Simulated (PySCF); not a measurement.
**How methods differ on the ionisation energy of Pb⁺**

Pb⁺ [Xe] 4f14 5d10 6s2 6p1 (2P) → Pb²⁺ [Xe] 4f14 5d10 6s2 (1S), as a difference of total energies. Computed with PySCF 2.14 in aug-cc-pVQZ-PP with one added diffuse shell each of s, p, d, f, g type with ECP60MDF (8s8p6d4f3g, 117 functions), with a scalar-relativistic core potential. Correlated levels: valence: 5s2 5p6 5d10 frozen. The calculations carry no spin-orbit coupling.

| method | ionisation energy (eV) |
| --- | --- |
| UHF | 13.210 |
| LDA | 13.917 |
| PBE | 13.709 |
| PBE0 | 13.737 |
| r2SCAN | 13.810 |
| B2PLYP | 13.633 |
| BLYP | 13.658 |
| TPSSh | 13.637 |
| MP2 (valence) | 13.422 |
| SCS-MP2 (valence) | 13.411 |

Problem. How much does correlation contribute at MP2 (valence)?

Solution. 13.422 − (13.210) = 0.212 eV, measured against UHF.

Errors of the correlated levels include the incompleteness of this basis and the frozen core.

For comparison: 13.869 eV (measured; NIST levels, between the centres of gravity of the two terms).
